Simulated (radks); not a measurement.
Spherical jellium clusters: N electrons in a uniform positive sphere of charge N and radius rs N^(1/3), rs = 4.89 bohr. Calculated with a radial shooting solver with Libxc functionals: non-relativistic Kohn-Sham, PBE, spin-polarised, spherical densities. Levels are named by radial order and angular momentum (1s, 1p, 1d, 2s, ...), and open shells are averaged over m.

N = 3, configuration 1s2 1p(up 1, down 0). This is the lowest configuration that the search found. Occupied and some empty levels:

| level | occupation | eigenvalue (eV) | <r> (bohr) |
|---|---|---|---|
| 1s up | 1 | -3.2977 | 5.239 |
| 1s down | 1 | -3.0214 | 4.904 |
| 1p up | 1 | -2.0175 | 6.592 |
| 1p down | 0 | -1.5789 | 6.593 |
| 1d up | 0 | -0.62772 | 8.663 |

Energy (eV): total -4.67204, kinetic 3.8810, external -40.371, Hartree 19.748, exchange-correlation -8.7653, background 20.835.
